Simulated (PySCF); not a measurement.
Radial density of Li⁺ (lithium, charge +1)

PBE, 1s2, closed-shell 1S. Calculation: PySCF 2.14, in cc-pVDZ; the non-relativistic Hamiltonian (point nucleus).

```csv
r (bohr),4πr²ρ (e/bohr)
0.00703,0.007989
0.0118,0.02220
0.0199,0.06016
0.0334,0.1564
0.0562,0.3871
0.0946,0.8725
0.159,1.699
0.268,2.588
0.450,2.678
0.757,1.499
1.27,0.3135
2.14,0.01441
3.60,0.0001610
```
